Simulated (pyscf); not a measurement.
Structures and frequencies: ωB97X-D3(BJ)/def2-SVP in PySCF.

Q: Estimate the classical barrier height and the reaction energy of •H₂C–CH₂–CH₂–CH=CH₂ → cyclic C₅H₉ (SMILES [CH]1CCCC1) [doublet] at M06-2X/def2-TZVP. The step runs on the doublet surface, breaks none and forms C–C; take the reactant's lowest minimum found as zero.

A: ΔE‡ = 72.8 kJ/mol, ΔE = -85.2 kJ/mol. ωB97M-D3(BJ)/def2-TZVP gives 68.2 kJ/mol and -87.1 kJ/mol. Zero-point energy shifts the barrier by +2.6 kJ/mol. It is a ring closure, with an imaginary mode of 624i cm⁻¹. One saddle was located; it need not be the lowest between these sides.
